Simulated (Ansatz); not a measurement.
Ansatz (a program for electronic structure) input:

Ansatz 0.2 input:
```yaml
crystal:
  periodic: [false, false, false]
  atoms:
    - {symbol: Sn, position_ang: [0.00064110, -0.00096402, -0.03368912]}
    - {symbol: H, position_ang: [1.47232377, 0.01216007, 0.87089296]}
    - {symbol: H, position_ang: [-1.50437896, 0.03604111, 0.81356294]}
basis:
  gaussian:
    orbitals: def2-TZVPD
hamiltonian:
  xc: {name: SVWN5}
magnetization: {spin_polarized: true, initial_magnetization: 2}
output: {forces: true}
```

Task: What final total energy does it print?

Result: -215.05253 Eh (SVWN5/def2-TZVPD). The basis has 74 functions.

This is an excited triplet: at this geometry the singlet lies 0.70 eV lower at CCSD(T)/CBS(def2-TZVPPD,def2-QZVPPD).
